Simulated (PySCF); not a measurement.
# Low-lying terms of Sr(2+) (strontium, charge +2)

Ground state [Kr], ¹S. Computed with PySCF 2.14 in x2c-TZVPall with one added diffuse shell each of s, p, d type (9s7p7d1f, 72 functions), with the spin-free X2C one-electron Hamiltonian (Gaussian nucleus). Vertical excitation energies in eV without spin-orbit coupling; excited terms of each kind are numbered among those the solver found. Frozen: [Ar].

```tsv
term	leading excitation	EOM-EE-CCSD
1 3P°	4p → d	22.312
1 3F°	4p → d	23.171
2 3P°	4p → s	24.173
1 1D°	4p → d	24.294
1 1F°	4p → d	24.465
1 1P°	4p → s	24.555
1 3S	4p → p	27.532
1 3D	4p → p	28.159
1 1D	4p → p	28.360
1 1P	4p → p	28.504
1 3P	4p → p	28.533
1 1S	4p → p	29.341
2 3S	4p → p	34.830
2 1D	4p → p	35.081
```

The spin-orbit splitting of the hole, absent here, rivals or exceeds the spacing of these terms, so the LS terms are model states.

The solver can miss terms. Rydberg members are limited by the diffuse functions of the basis.
